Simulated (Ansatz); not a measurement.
Mulliken charges of `FC[SiH](F)[AlH2]` from PBE/def2-TZVPP in Ansatz (PBE0-D4/def2-TZVP geometry).

```tsv
atom	x (Å)	y (Å)	z (Å)	charge (e)
F1	-1.032	-2.517	0.430	-0.201
C2	-0.478	-1.290	0.774	-0.049
Si3	0.009	-0.281	-0.750	0.360
F4	1.213	-1.042	-1.503	-0.283
Al5	0.664	2.032	-0.150	0.287
H6	0.385	-1.479	1.424	0.090
H7	-1.218	-0.731	1.362	0.096
H8	-1.162	-0.305	-1.675	-0.086
H9	1.949	2.717	-0.779	-0.104
H10	-0.246	2.844	0.869	-0.109
```

Q: By hand: the dipole of these point charges (1 e Å = 4.8032 D).

A: Σ q r = (-0.077, 0.576, 0.377) e Å, of length 0.693 e Å = 3.33 D.

Q: How does the dipole of the full density compare? (Best estimate.)

A: The calculation gave: (-0.027, 0.397, 0.241) e Å, 2.23 D; the point charges give 1.49 times that, at 4° from its direction.

Point charges leave out the atoms' own dipoles, such as those of lone pairs, and Mulliken's split depends on the basis, so the two needn't agree.
